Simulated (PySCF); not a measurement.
# Unknown compound

Molecular formula: C$_{6}$H$_{5}$NO. Simulated spectra:

¹H NMR (400 MHz, computed): δ 10.23 (s, 1H), 9.14 (dd, J = 5.5, 1.0 Hz, 2H), 7.79 (dd, J = 5.5, 1.0 Hz, 2H).

¹³C{¹H} NMR (computed): δ 197.2 (CH), 158.9 (CH, 2C), 147.3 (C), 128.6 (CH, 2C).

Averaged over atoms made equivalent by symmetry, fast rotation or ring inversion, relativity neglected, single conformer, no solvent model. NMR shieldings at B97-2/pcSseg-2/GIAO; geometry: PBE0-D3(BJ)/def2-SVP; couplings computed with B3LYP/pcJ-1 (spin–dipole term only in couplings to heteroatoms); PySCF.

Chemical shifts δ = σref − σ; TMS for ¹H and ¹³C, all at this level.

Question: Propose a structure and justify it.

Answer: 
- Rings plus π bonds: 5 (1 ring in the answer).
- 4 carbon signals for 6 carbons: some carbons are equivalent by symmetry or fast rotation.
- Carbon types of the structure: 1 × C, 5 × CH, which accounts for all hydrogens.
- δC 197.2: aldehyde carbonyl carbon; the double bond to the heteroatom, with no lone-pair donor beside it, deshields it most.
- δC 158.9: aromatic CH next to a ring nitrogen; the adjacent pyridine-type nitrogen withdraws density from it.
- δC 147.3: substituted aromatic carbon.
- δC 128.6: aromatic CH; the aromatic region.
- δH 10.23: hydrogen on an aldehyde carbonyl carbon; deshielded by the polar, anisotropic C=O bond.
- δH 9.14: hydrogen on an aromatic CH next to a ring nitrogen; ring current plus the neighbouring ring nitrogen.
- δH 7.79: hydrogen on an aromatic CH; ring current plus the deshielding of an ortho carbonyl group.
- The protons at 7.79 and 9.14 share a coupling of 5.5 Hz (vicinal, an ortho-type coupling).

The compound is `O=Cc1ccncc1`.

This is the structure that produced the data.

Splittings below 1 Hz are ignored in the labels, and close J values are merged. Couplings among chemically equivalent protons are left out too, so labels in AA′BB′ or AA′XX′ sets are apparent multiplicities. Unscaled 3J(H,H) at this level run about 10 % above measured values. Shifts are as computed. Against solution values, carbons near 30 ppm lie about +4 ppm off and those near 130 ppm about +7 ppm. Of 1211 compounds with measured shifts, 218 miss one by over three times the rms of a fit or turn the order of signals round; such compounds aren't used in these exercises.
